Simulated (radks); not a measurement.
Minus the highest occupied eigenvalue as an estimate of the ionisation energy, Cs40+ to Cs54+. The LB94 potential has the -1/r tail that LDA and GGA lack but no energy functional. Method: Dirac Kohn-Sham, LB94 model potential, spin-unpolarised, spherical densities, finite nucleus; open shells fill j = l - 1/2 first; Fermi nuclear charge, rms radius 4.8041 fm; computed with a radial shooting solver on a logarithmic mesh with Libxc functionals.

[
 {"species": "Cs40+", "configuration": "[Ne] 3s2 3p3", "HOMO": "3p3/2", "-e(HOMO) (eV)": "2941.3", "<r> (bohr)": "0.264", "IE, NIST (eV)": "2945", "kind": "theory"},
 {"species": "Cs41+", "configuration": "[Ne] 3s2 3p2", "HOMO": "3p1/2", "-e(HOMO) (eV)": "3123.3", "<r> (bohr)": "0.254", "IE, NIST (eV)": "3118", "kind": "theory"},
 {"species": "Cs42+", "configuration": "[Ne] 3s2 3p1", "HOMO": "3p1/2", "-e(HOMO) (eV)": "3216.0", "<r> (bohr)": "0.252", "IE, NIST (eV)": "3214", "kind": "theory"},
 {"species": "Cs43+", "configuration": "[Ne] 3s2", "HOMO": "3s1/2", "-e(HOMO) (eV)": "3407.8", "<r> (bohr)": "0.264", "IE, NIST (eV)": "3392", "kind": "theory"},
 {"species": "Cs44+", "configuration": "[Ne] 3s1", "HOMO": "3s1/2", "-e(HOMO) (eV)": "3497.0", "<r> (bohr)": "0.262", "IE, NIST (eV)": "3485", "kind": "theory"},
 {"species": "Cs45+", "configuration": "[Ne]", "HOMO": "2p3/2", "-e(HOMO) (eV)": "7959.6", "<r> (bohr)": "0.0976", "IE, NIST (eV)": "7989", "kind": "theory"},
 {"species": "Cs46+", "configuration": "[He] 2s2 2p5", "HOMO": "2p3/2", "-e(HOMO) (eV)": "8200.1", "<r> (bohr)": "0.0968", "IE, NIST (eV)": "8224", "kind": "theory"},
 {"species": "Cs47+", "configuration": "[He] 2s2 2p4", "HOMO": "2p3/2", "-e(HOMO) (eV)": "8443.0", "<r> (bohr)": "0.0960", "IE, NIST (eV)": "8484", "kind": "theory"},
 {"species": "Cs48+", "configuration": "[He] 2s2 2p3", "HOMO": "2p3/2", "-e(HOMO) (eV)": "8687.9", "<r> (bohr)": "0.0952", "IE, NIST (eV)": "8726", "kind": "theory"},
 {"species": "Cs49+", "configuration": "[He] 2s2 2p2", "HOMO": "2p1/2", "-e(HOMO) (eV)": "9333.6", "<r> (bohr)": "0.0891", "IE, NIST (eV)": "9350", "kind": "theory"},
 {"species": "Cs50+", "configuration": "[He] 2s2 2p1", "HOMO": "2p1/2", "-e(HOMO) (eV)": "9595.8", "<r> (bohr)": "0.0883", "IE, NIST (eV)": "9629", "kind": "theory"},
 {"species": "Cs51+", "configuration": "[He] 2s2", "HOMO": "2s1/2", "-e(HOMO) (eV)": "9980.7", "<r> (bohr)": "0.106", "IE, NIST (eV)": "9974", "kind": "theory"},
 {"species": "Cs52+", "configuration": "[He] 2s1", "HOMO": "2s1/2", "-e(HOMO) (eV)": "10197.6", "<r> (bohr)": "0.105", "IE, NIST (eV)": "10208.8", "kind": "theory"},
 {"species": "Cs53+", "configuration": "[He]", "HOMO": "1s1/2", "-e(HOMO) (eV)": "41842", "<r> (bohr)": "0.0260", "IE, NIST (eV)": "41861.1", "kind": "theory"},
 {"species": "Cs54+", "configuration": "1s1", "HOMO": "1s1/2", "-e(HOMO) (eV)": "42713", "<r> (bohr)": "0.0258", "IE, NIST (eV)": "42913.1", "kind": "theory"}
]

Reference values: NIST Atomic Spectra Database (exp. = measured, semi-emp. = semi-empirical, theory = theoretical value adopted there). Spin polarisation and multiplet splitting are left out.

Beside tabulated values, note that spin-unpolarised runs miss the spin-polarisation part of the exchange energy of open shells.
